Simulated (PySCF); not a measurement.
PySCF 2.14 output of an unrestricted r2SCAN0 calculation on a single atom or ion in aug-cc-pCVTZ-DK, with the spin-free X2C one-electron Hamiltonian (Gaussian nucleus):

```
SCF conv_tol = 1e-09
number electrons alpha = 5  beta = 1
    M. Bursch, H. Neugebauer, S. Ehlert, and S. Grimme.,  J. Chem. Phys. 156, 134105 (2022)
cycle= 1 E= -52.9355022988203  delta_E= -0.00195  |g|= 0.0107  |ddm|= 0.225
cycle= 2 E= -52.9354096991239  delta_E= 9.26e-05  |g|= 0.00577  |ddm|= 0.127
cycle= 3 E= -52.9353041934633  delta_E= 0.000106  |g|= 0.000998  |ddm|= 0.0495
cycle= 4 E= -52.9353023017895  delta_E= 1.89e-06  |g|= 0.000185  |ddm|= 0.0153
cycle= 5 E= -52.9353023856588  delta_E= -8.39e-08  |g|= 1.42e-05  |ddm|= 0.00469
cycle= 6 E= -52.9353023860557  delta_E= -3.97e-10  |g|= 2e-06  |ddm|= 0.000286
converged SCF energy = -52.9353023860557  <S^2> = 6.0000121  2S+1 = 5.0000049
```

The run itself started from symmetry-adapted Hartree-Fock orbitals and held the occupation by maximum overlap, on a logarithmic radial grid, so the iterations belong to that start.

Task: Which element, charge and spin multiplicity is this?

Result: N⁺ (nitrogen, charge +1), multiplicity 5; the state was [He] 2s1 2p2 3d1, one real determinant (an excited configuration).

⟨L²⟩ = 7.98 against 12 for a pure F term, so this real determinant mixes terms. The outer electron is Rydberg-like, and this basis confines it to a smaller radius and binds it less than a complete one would.
